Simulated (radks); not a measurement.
The mean radii <r> (bohr) of the occupied orbitals of an atom or ion are listed with their occupations. Calculated with a radial shooting solver on a logarithmic mesh with Libxc functionals: non-relativistic Kohn-Sham, LB94 model potential, spin-polarised, spherical densities, point nucleus.

| orbital | occ. | <r> |
|---|---|---|
| 1s down | 1 | 0.02221 |
| 1s up | 1 | 0.02221 |
| 2s up | 1 | 0.09063 |
| 2s down | 1 | 0.09073 |
| 2p up | 1 | 0.07609 |

Name the element and its charge. Open shells, if any, are filled with parallel spins first.

Answer. Z = 68, erbium, charge +63: Er63+ in [He] 2s2 2p1. The 1s radius gives Z: for a bare nucleus <r> = 1.5/Z, 0.02206 bohr for Z = 68, and screening makes it slightly larger (0.02221 here). The occupations add up to 5, and the charge is Z minus that.
